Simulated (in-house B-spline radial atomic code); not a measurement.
The silver ion Ag⁺: [Kr] (4d3/2)4 (4d5/2)5 5s1 (with a hole in an inner shell)

Method: Dirac-Kohn-Sham PBE0, spherical fractional occupations, Fermi nucleus of rms radius 4.5454 fm. Calculated with an all-electron radial atomic-structure program (B-spline basis).

Screening seen three ways: the hydrogenic charge with the same mean radius, Z_r = [3n² - l(l+1)]/(2<r>), the one with the same energy, Z_e = n√(-2ε), and Slater's rules. Values are occupation-weighted means over j. An effective charge above Z reflects the relativistic contraction of the inner shells.

| shell | electrons | ε (eV) | <r> (bohr) | Z_r | Z_e | Slater |
| --- | --- | --- | --- | --- | --- | --- |
| 1s | 2 | -25415 | 0.03111 | 48.22 | 43.22 | 46.70 |
| 2s | 2 | -3774.2 | 0.1345 | 44.61 | 33.31 | 42.85 |
| 2p | 6 | -3388.4 | 0.1175 | 42.55 | 31.56 | 42.85 |
| 3s | 2 | -712.25 | 0.3677 | 36.71 | 21.71 | 35.75 |
| 3p | 6 | -584.18 | 0.3668 | 34.08 | 19.66 | 35.75 |
| 3d | 10 | -380.68 | 0.3455 | 30.39 | 15.87 | 25.85 |
| 4s | 2 | -113.59 | 0.9113 | 26.34 | 11.56 | 19.25 |
| 4p | 6 | -75.72 | 0.9969 | 23.07 | 9.44 | 19.25 |
| 4d | 9 | -21.033 | 1.328 | 15.82 | 4.97 | 8.20 |
| 5s | 1 | -12.518 | 2.761 | 13.58 | 4.80 | 4.55 |

The least bound orbital is 5s1/2 at -12.52 eV, and it is also the most diffuse (<r> = 2.761 bohr).

For the 1s electron the small component carries 2.96 % of the norm, the zero-frequency Breit interaction raises the level by 55.52 eV, self-energy by 31.06 eV, and vacuum polarisation lowers it by 3.897 eV.

Caution: exact exchange at fractional occupations of open shells leaves self-interaction of up to several eV.
